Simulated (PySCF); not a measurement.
**Highest orbital energy against ionisation energy along the third row**

Calculated with PySCF 2.14, no spin-orbit coupling. Each cell gives −ε(HOMO) / ΔSCF in eV; NIST values include spin-orbit coupling, (s) semi-empirical, (t) theoretical.

```json
{"species": "Mg⁺ (x2c-TZVPPall, spin-free X2C)", "UHF": "14.747 / 14.734", "LDA": "12.030 / 15.339", "PBE": "11.946 / 15.329", "PBE0": "12.741 / 15.231", "r2SCAN": "12.097 / 15.024", "NIST (lowest levels)": "15.035"}
{"species": "Al⁺ (x2c-TZVPPall, spin-free X2C)", "UHF": "17.777 / 17.559", "LDA": "14.920 / 18.950", "PBE": "14.810 / 18.816", "PBE0": "15.760 / 18.707", "r2SCAN": "14.942 / 18.413", "NIST (lowest levels)": "18.829"}
{"species": "Si⁺ (x2c-TZVPPall, spin-free X2C)", "UHF": "16.195 / 15.821", "LDA": "12.069 / 16.355", "PBE": "12.193 / 16.399", "PBE0": "13.329 / 16.419", "r2SCAN": "12.553 / 16.503", "NIST (lowest levels)": "16.346"}
{"species": "P⁺ (x2c-TZVPPall, spin-free X2C)", "UHF": "19.719 / 19.150", "LDA": "14.915 / 19.810", "PBE": "14.984 / 19.776", "PBE0": "16.328 / 19.809", "r2SCAN": "15.409 / 19.926", "NIST (lowest levels)": "19.769 (s)"}
{"species": "S⁺ (x2c-TZVPPall, spin-free X2C)", "UHF": "23.453 / 22.704", "LDA": "17.890 / 23.391", "PBE": "17.927 / 23.312", "PBE0": "19.492 / 23.375", "r2SCAN": "18.472 / 23.497", "NIST (lowest levels)": "23.338"}
{"species": "Cl⁺ (x2c-TZVPPall, spin-free X2C)", "UHF": "23.641 / 22.573", "LDA": "18.348 / 23.969", "PBE": "18.373 / 23.849", "PBE0": "19.952 / 23.836", "r2SCAN": "18.715 / 23.792", "NIST (lowest levels)": "23.814"}
{"species": "Ar⁺ (x2c-TZVPPall, spin-free X2C)", "UHF": "27.636 / 26.367", "LDA": "21.608 / 27.829", "PBE": "21.557 / 27.605", "PBE0": "23.352 / 27.613", "r2SCAN": "21.997 / 27.662", "NIST (lowest levels)": "27.630"}
```

Problem. How far is −ε(HOMO) from ΔSCF on average for each method, and why?

Solution. UHF 0.61 eV; LDA -4.84 eV; PBE -4.76 eV; PBE0 -3.43 eV; r2SCAN -4.38 eV. Hartree-Fock orbital energies lack relaxation and so exceed the ΔSCF value; semilocal functionals have convex E(N) from self-interaction, so their HOMO lies far too high; exact exchange moves hybrids part of the way back.
